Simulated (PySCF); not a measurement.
Job file and geometry (Å, from GFN2-xTB) of a spin–spin coupling run on `C1[C@@H](N)C[AsH]C1`, C$_{4}$H$_{10}$AsN, B3LYP/pcJ-1 As:pcSseg-1 indirect spin-spin coupling, non-relativistic, gas phase in PySCF 2.14.0, density-fitted response routines; density fitting, a coarse starting grid and PySCF grid level 2 are the driver's defaults:

```
$ OMP_NUM_THREADS=1 python probes_run.py task.json out

{"job": {"kind": "j", "xc": "B3LYP", "basis": "pcJ-1"}, "charge": 0, "multiplicity": 1}
N     -0.901268     0.203592     1.301124
C     -0.859722     0.259667    -0.152325
C     -0.228452    -1.029175    -0.673269
C      1.207623    -1.097845    -0.158519
As     1.881409     0.773362    -0.035008
C      0.074507     1.389124    -0.561925
H     -1.478922    -0.571917     1.608957
H     -1.308140     1.056032     1.672314
H     -1.864571     0.394613    -0.599223
H     -0.238262    -1.000024    -1.765885
H     -0.806726    -1.899949    -0.355026
H      1.242750    -1.554198     0.830582
H      1.826910    -1.700839    -0.827633
H      1.606952     0.916407     1.434785
H     -0.195154     2.333283    -0.085170
H      0.033468     1.536810    -1.645188
```

**Question.** Write the output of this run.

**Answer.** 
```
coarse grid: 57896 points
cycle   1  E = -2448.8074181638  dE = -2.611e-01  |g| = 8.869e-01  |ddm| = 3.289e+00
cycle   2  E = -2448.7286407909  dE =  7.878e-02  |g| = 9.538e-01  |ddm| = 1.223e+00
cycle   3  E = -2448.8817147325  dE = -1.531e-01  |g| = 2.003e-01  |ddm| = 9.154e-01
cycle   4  E = -2448.8914199460  dE = -9.705e-03  |g| = 4.296e-02  |ddm| = 2.200e-01
cycle   5  E = -2448.8917305891  dE = -3.106e-04  |g| = 9.970e-03  |ddm| = 3.664e-02
cycle   6  E = -2448.8917513800  dE = -2.079e-05  |g| = 2.672e-03  |ddm| = 1.108e-02
cycle   7  E = -2448.8917526401  dE = -1.260e-06  |g| = 7.470e-04  |ddm| = 2.537e-03
final grid: 122624 points
cycle   8  E = -2448.8917236604  dE =  5.395e-08  |g| = 1.070e-03  |ddm| = 2.724e-03
cycle   9  E = -2448.8917233842  dE =  2.762e-07  |g| = 1.590e-03  |ddm| = 2.458e-03
cycle  10  E = -2448.8917238995  dE = -5.153e-07  |g| = 8.105e-05  |ddm| = 1.416e-03
cycle  11  E = -2448.8917239011  dE = -1.580e-09  |g| = 1.799e-05  |ddm| = 1.024e-04
cycle  12  E = -2448.8917239011  dE = -6.730e-11  |g| = 2.800e-06  |ddm| = 1.881e-05
converged SCF energy = -2448.8917239011

Indirect spin-spin couplings (Hz)
  i      j    bonds     total        FC       PSO       DSO        SD
  0 N    1 C    1     -5.458    -4.748     0.147    -0.113    -0.745
  0 N    2 C    2     -3.275    -3.430     0.145    -0.023     0.032
  0 N    3 C    3     -1.999    -1.997     0.029    -0.030    -0.002
  0 N    5 C    2     -6.023    -6.161     0.142    -0.032     0.028
  0 N    6 H    1    -65.914   -62.475    -2.885    -0.332    -0.222
  0 N    7 H    1    -66.449   -63.021    -2.871    -0.336    -0.221
  0 N    8 H    2      0.612     0.580    -0.078     0.071     0.039
  0 N    9 H    3     -6.184    -6.212    -0.130     0.167    -0.008
  0 N   10 H    3     -2.000    -1.906    -0.071    -0.044     0.021
  0 N   13 H    4      0.964     1.068     0.192    -0.286    -0.009
  0 N   14 H    3     -1.927    -1.824    -0.051    -0.077     0.025
  0 N   15 H    3     -5.876    -5.898    -0.130     0.162    -0.009
  1 C    2 C    1     36.914    37.419    -0.818     0.313         -
  1 C    3 C    2      0.826     0.991    -0.264     0.099         -
  1 C    5 C    1     35.348    36.007    -1.006     0.348         -
  1 C    6 H    2     -1.585    -1.704     0.275    -0.156         -
  1 C    7 H    2     -1.990    -2.123     0.272    -0.140         -
  1 C    8 H    1    139.843   138.309     0.255     1.278         -
  1 C    9 H    2     -2.175    -2.204    -0.134     0.163         -
  1 C   10 H    2     -2.479    -2.532    -0.031     0.084         -
  1 C   11 H    3     -0.082    -0.111     0.001     0.029         -
  1 C   12 H    3      7.289     7.275     0.327    -0.313         -
  1 C   13 H    3      0.874     0.860    -0.130     0.144         -
  1 C   14 H    2     -2.987    -3.126     0.008     0.131         -
  1 C   15 H    2     -1.012    -1.081    -0.111     0.180         -
  2 C    3 C    1     33.496    33.693    -0.502     0.305         -
  2 C    5 C    2      3.423     3.553    -0.226     0.096         -
  2 C    6 H    3      1.479     1.393    -0.057     0.143         -
  2 C    7 H    3     10.835    10.842     0.498    -0.505         -
  2 C    8 H    2      2.875     2.893    -0.061     0.043         -
  2 C    9 H    1    133.153   131.249     0.816     1.089         -
  2 C   10 H    1    134.725   132.839     0.836     1.050         -
  2 C   11 H    2     -3.793    -3.904     0.025     0.087         -
  2 C   12 H    2     -1.807    -1.956     0.089     0.059         -
  2 C   13 H    3      0.047     0.192     0.084    -0.229         -
  2 C   14 H    3      9.968     9.953     0.398    -0.382         -
  2 C   15 H    3      0.948     0.888    -0.109     0.168         -
  3 C    5 C    2      1.404     1.382    -0.015     0.037         -
  3 C    7 H    4      0.376     0.352     0.367    -0.342         -
  3 C    8 H    3      8.321     8.285     0.372    -0.336         -
  3 C    9 H    2     -3.347    -3.496     0.030     0.119         -
  3 C   10 H    2     -1.032    -1.253     0.155     0.066         -
  3 C   11 H    1    143.864   141.755     0.846     1.262         -
  3 C   12 H    1    141.213   139.018     0.994     1.201         -
  3 C   13 H    2     -1.740    -1.647    -0.047    -0.046         -
  3 C   14 H    3      3.999     4.134     0.343    -0.478         -
  3 C   15 H    3     -0.533    -0.533     0.114    -0.115         -
  5 C    6 H    3     12.774    12.724     0.513    -0.463         -
  5 C    7 H    3      1.158     0.992    -0.045     0.210         -
  5 C    8 H    2      3.316     3.195     0.012     0.109         -
  5 C    9 H    3      1.873     1.750    -0.137     0.260         -
  5 C   10 H    3     10.870    10.813     0.401    -0.345         -
  5 C   11 H    3      0.719     0.789     0.248    -0.317         -
  5 C   12 H    3      1.696     1.822     0.218    -0.345         -
  5 C   13 H    2     -1.542    -1.456    -0.090     0.004         -
  5 C   14 H    1    140.966   138.749     0.928     1.288         -
  5 C   15 H    1    139.562   137.329     0.942     1.290         -
  6 H    7 H    2     -8.802    -9.756     4.927    -3.974         -
  6 H    8 H    3      1.941     1.945     0.462    -0.466         -
  6 H    9 H    4     -0.271    -0.322     1.541    -1.489         -
  6 H   11 H    5      0.307     0.009    -0.622     0.920         -
  6 H   13 H    5      0.569    -0.098     0.893    -0.227         -
  6 H   14 H    4      0.386     0.274     1.950    -1.838         -
  6 H   15 H    4      3.397     3.380     2.061    -2.044         -
  7 H    8 H    3      2.878     2.854     0.409    -0.385         -
  7 H    9 H    4      3.129     3.129     2.058    -2.058         -
  7 H   10 H    4      0.165     0.130     1.898    -1.864         -
  7 H   12 H    5     -0.371    -0.163     1.792    -2.000         -
  7 H   13 H    5      1.256     0.215    -0.436     1.477         -
  7 H   14 H    4      0.202    -0.265    -1.663     2.130         -
  7 H   15 H    4     -0.216    -0.312     1.447    -1.350         -
  8 H    9 H    3      3.052     2.865    -0.148     0.335         -
  8 H   10 H    3      2.126     2.026     0.239    -0.139         -
  8 H   11 H    4     -0.704    -0.736     1.596    -1.564         -
  8 H   13 H    4     -1.231    -1.147     1.348    -1.431         -
  8 H   14 H    3      2.256     1.986     0.502    -0.232         -
  8 H   15 H    3      3.857     3.517    -0.138     0.478         -
  9 H   10 H    2    -12.806   -13.271     2.195    -1.730         -
  9 H   11 H    3     13.245    13.020     2.421    -2.196         -
  9 H   12 H    3     10.164     9.750    -0.349     0.764         -
  9 H   13 H    4     -1.266    -0.227     1.345    -2.384         -
  9 H   14 H    4      0.447     0.405     1.505    -1.463         -
  9 H   15 H    4      0.677     0.200    -1.419     1.897         -
 10 H   11 H    3      9.374     9.021    -0.349     0.702         -
 10 H   12 H    3      1.061     0.824     0.931    -0.693         -
 10 H   13 H    4     -0.406    -0.244     0.892    -1.054         -
 10 H   14 H    4      2.078     2.090     1.828    -1.840         -
 10 H   15 H    4      0.302     0.217     1.475    -1.390         -
 11 H   12 H    2    -12.543   -13.605     2.396    -1.334         -
 11 H   13 H    3     12.449    11.557    -1.053     1.945         -
 11 H   14 H    4     -0.364     0.150     1.247    -1.760         -
 11 H   15 H    4     -0.799    -0.350     1.579    -2.028         -
 12 H   13 H    3      6.186     7.576     1.365    -2.756         -
 12 H   14 H    4     -1.192    -0.514     1.631    -2.310         -
 12 H   15 H    4     -0.364    -0.159     0.545    -0.749         -
 13 H   14 H    3      5.667     5.173    -0.459     0.954         -
 13 H   15 H    3     12.354    13.989     1.655    -3.289         -
 14 H   15 H    2    -13.186   -14.277     2.316    -1.225         -
```

Size and cost of the density-fitted run: 276 basis functions, 98 s wall time on 1 thread of an Intel Xeon Platinum 8259CL, shared host; peak memory 1.1 GiB.
